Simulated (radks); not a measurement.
Values are calculated unless marked as measured or tabulated.
Radial electron density D(r) = 4 pi r^2 rho(r) of an atom or ion with 15 electrons. Code: a radial shooting solver on a logarithmic mesh with Libxc functionals. Model: scalar-relativistic Kohn-Sham, PBE, spin-unpolarised, spherical densities, point nucleus.

| r (bohr) | D(r) (e/bohr) |
|---|---|
| 0.005097 | 0.7703 |
| 0.006479 | 1.187 |
| 0.008237 | 1.807 |
| 0.01056 | 2.746 |
| 0.01342 | 4.037 |
| 0.01706 | 5.789 |
| 0.02186 | 8.129 |
| 0.02779 | 10.84 |
| 0.03533 | 13.76 |
| 0.04491 | 16.40 |
| 0.05755 | 18.12 |
| 0.07316 | 18.19 |
| 0.093 | 16.56 |
| 0.1192 | 13.94 |
| 0.1515 | 12.18 |
| 0.1926 | 12.63 |
| 0.2468 | 15.23 |
| 0.3138 | 17.49 |
| 0.3989 | 16.81 |
| 0.5111 | 12.46 |
| 0.6498 | 7.119 |
| 0.826 | 3.672 |
| 1.059 | 2.919 |
| 1.346 | 3.289 |
| 1.711 | 3.014 |
| 2.192 | 1.886 |
| 2.787 | 0.8076 |
| 3.543 | 0.2303 |
| 4.54 | 0.03846 |
| 5.771 | 0.003695 |

What is the nuclear charge?

Answer. Z = 16. The innermost maximum, from 1s, lies near gamma/Z bohr with gamma = sqrt(1 - (Z/c)^2) = 0.993, here 0.0621 bohr (found: 0.0654), and its height grows with Z. The density is that of the sulfur ion S+ in [Ne] 3s2 3p3; the configuration itself is not fixed sharply by these data, and Z only to about a unit. D(r) has 3 maxima, at r = 0.0654, 0.340, 1.42 bohr, and minima at 0.164, 1.02 bohr, inside which lie 2.19, 10.37 electrons.
